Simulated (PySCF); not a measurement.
Ligands exchanged one at a time, B H-SH. Isolated molecules, 0 K electronic values unless said otherwise. One relaxed conformer stands for each flexible species; it need not be the lowest. Strings in code marks are SMILES.

Computed with B3LYP-D3(BJ)/def2-TZVP in PySCF 2.14.0. B3LYP has the VWN-RPA correlation part, as in Gaussian. Delta-SCF ions had no search for a lower state. Excitations are Tamm–Dancoff values on a coarser integration grid. The basis has no diffuse functions, so Rydberg states are missing or too high.

```csv
species,brightest of the four lowest singlets (TDA) (eV),vertical ionisation energy (Delta-SCF) (eV),HOMO (eV)
0 of 3 H replaced by SH,–,13.14,-9.75
1 of 3 H replaced by SH (`BS`),6.50,10.98,-8.19
"2 of 3 H replaced by SH (`SBS` (H–S–B–S torsion 0°, S–B–S–H torsion 0°))",5.92,9.72,-7.39
3 of 3 H replaced by SH,5.94,9.47,-7.29
```
